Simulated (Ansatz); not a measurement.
Ansatz results at the PBE0-D4/def2-TZVP geometry: size of the dipole moment (PBE/def2-TZVPP) 1.68 D; HOMO–LUMO gap (PBE/def2-TZVPP) 5.76 eV; HOMO energy (B3LYP/def2-TZVPP) -7.43 eV.

Problem. Which molecule gave them?
A. `C[SiH]1CCO1`
B. `CC1CC1=N`
C. `[GeH3][SiH]1[BH][AlH][O]1`
D. `CC1(O)C[SiH2]1`

Solution. A. The others give `[GeH3][SiH]1[BH][AlH][O]1`: 1.25, 1.48, -6.49; `CC1CC1=N`: 2.42, 4.19, -6.71; `CC1(O)C[SiH2]1`: 1.19, 4.53, -6.17.

B3LYP here is the variant with VWN-RPA as its local correlation; programs differ in this.
